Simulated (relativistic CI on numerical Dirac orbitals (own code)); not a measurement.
**Hyperfine structure of Mo36+, mass number 97**

Calculated at this level of theory: Dirac-Coulomb-Breit CI, orbitals from a KLI potential per configuration, model QED, unscaled Slater integrals (own radial code, finite nucleus).

Configuration list (outside the closed core 1s2): 2s2.2p2, 2s.2p3, 2p4, 2p3.3s, 2p3.3p, 2p3.3d, 2s2.2p.3s, 2s2.2p.3p, 2s2.2p.3d, 2s.2p2.3s, 2s.2p2.3p, 2s.2p2.3d, 2s2.2p.4s, 2s2.2p.4p, 2s2.2p.4d, 2s2.2p.4f. Levels of other configurations are missing.

Nuclear spin I = 5/2, μ = -0.9324 μN, Q = 0.255 b (tables of Stone and Pyykkö). The electronic factors are computed for point nuclear moments, without core polarisation or the Bohr-Weisskopf and QED corrections.

```csv
Level,E (eV),A (GHz),B (GHz)
2s2.2p2 3P_1,103.447,10.15,32.6
2s2.2p2 1D_2,115.983,-110.8,45.6
2s2.2p2 3P_2,228.113,-54.37,19.4
2s.2p3 5S°_2,229.426,-259.9,39.2
2s.2p3 3D°_2,331.449,-202.8,52.1
2s.2p3 3D°_3,356.054,-241.4,-0.239
2s.2p3 1D°_2,401.225,-16.72,-36.1
```

Levels with J = 0, under 50 % of one LS term, or S terms without an open s electron are left out. Small factors come from cancelling terms and can be off by tens of per cent or more.

At this charge energies of transitions that change n are usually good to better than 1 %, and those within a shell (Δn = 0) to a few per cent.

Q: Give the hyperfine levels of 2s2.2p2 1D_2 relative to its centre of gravity.

A: With K = F(F + 1) − I(I + 1) − J(J + 1), E = AK/2 + B[¾K(K + 1) − I(I + 1)J(J + 1)]/[2I(2I − 1)J(2J − 1)]: F = 1/2: 807.4, F = 3/2: 620.7, F = 5/2: 321, F = 7/2: -74.75, F = 9/2: -542.5 GHz.

LS names give the leading component of a level, which can be under half, so a name can repeat, a term be missing and a line seem to break the LS rules.
